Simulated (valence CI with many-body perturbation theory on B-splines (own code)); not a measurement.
# Hf+: calculation against measured levels

Level of theory: relativistic CI+MBPT: three valence electrons over a frozen Dirac-Fock core [Xe] 4f14, a basis of 9 s, 9 p, 10 d, 8 f, 5 g, 3 h, 1 i functions for each j, with the one-electron correlation potential Σ1 (screened to all orders), the two-electron term Σ2, the three-electron term Σ3, Breit, model QED; selected single and double excitations, second order for the rest (own B-spline code, finite nucleus).

Set against measurement, 13 paired levels are off by 602 cm⁻¹ on average, the worst by 1220. These come from a selection out of the NIST Handbook of Basic Atomic Spectroscopic Data. Levels without a partner in it may be off by more, other configurations by 1,000 to 4,000 cm⁻¹. 1 measured level below the end of the list, from 34942 cm⁻¹ on, found no clear computed partner.

Measured levels: NIST Handbook of Basic Atomic Spectroscopic Data (Sansonetti and Martin, J. Phys. Chem. Ref. Data 34, 1559 (2005)). Pairs share parity and J, and are chosen by configuration, term and nearness in energy; levels without a clear partner are left out. Energies in cm⁻¹ above the measured ground level. The last column is blank where CI alone has no clear partner.

Names give the largest LS component (configuration and term), which can be under half, so a name can repeat, a term be missing and a line seem to break the LS rules; names also repeat where a configuration has a term twice. Letters in brackets count levels of one name in rising energy.

| Computed label | Label in the source | Measured | Computed | Difference | CI alone, difference |
| --- | --- | --- | --- | --- | --- |
| 5d.6s2 2D_3/2 | 5d 6s2 2D | 0 | 0.0 | 0 | 0 |
| 5d.6s2 2D_5/2 | 5d 6s2 2D | 3050.9 | 2762.9 | -288 |  |
| 5d2.6s 4F_3/2 | 5d2(3F) 6s 4F | 3644.7 | 2887.3 | -757 | +3962 |
| 5d2.6s 4F_5/2 | 5d2(3F) 6s 4F | 4904.9 | 4252.0 | -653 |  |
| 5d2.6s 4F_7/2 | 5d2(3F) 6s 4F | 6344.3 | 5464.5 | -880 | +3259 |
| 5d2.6s 4F_9/2 | 5d2(3F) 6s 4F | 8361.8 | 7451.4 | -910 | +2712 |
| 5d2.6s 4P_5/2 | 5d2(3P) 6s 4P | 13485.6 | 12892.3 | -593 | +2563 |
| 5d.6s.6p 4F°_3/2 | 5d 6s(3D) 6p 4F° | 28068.8 | 27892.1 | -177 | -4924 |
| 5d.6s.6p 4F°_5/2 [a] | 5d 6s(3D) 6p 4F° | 29405.1 | 29137.4 | -268 | -4808 |
| 5d.6s.6p 4F°_7/2 | 5d 6s(3D) 6p 4F° | 33776.2 | 33561.1 | -215 | -5673 |
| 5d.6s.6p 4F°_9/2 | 5d 6s(3D) 6p 4F° | 38185.7 | 37976.9 | -209 | -6304 |
| 5d2.6p 4G°_7/2 | 5d2(3F) 6p 4G° | 38498.5 | 37454.7 | -1044 |  |
| 5d2.6p 4G°_9/2 | 5d2(3F) 6p 4G° | 42391.1 | 41171.3 | -1220 | -1532 |
| 5d2.6p 2P°_3/2 | 5d 6s(3D) 6p | 42770.6 | 42153.0 | -618 | -2706 |

Over 13 excited levels the mean absolute difference is 602 cm⁻¹, the median 618 and the largest 1220. For the 10 levels that pair on every rung the mean is CI alone 3844, + Σ1 1700, + Σ2 434, + Σ3 396, + Breit 474, + QED 585. The comparison draws on a selection of the measured levels: 14 of the 66 computed ones have a partner in it, and others may be off by more.

These 1 measured levels below the end of the computed list are not counted above. Beside each stands the unpaired computed level of its name, or else the nearest of its J and parity; the gap is either an error of the method or a doubtful assignment.

| Label in the source | J | Measured | Unpaired level | Computed |
| --- | --- | --- | --- | --- |
| 5d2(3F) 6p | 5/2 | 34942 | 5d.6s.6p 4D°_5/2 [b] | 34377 |
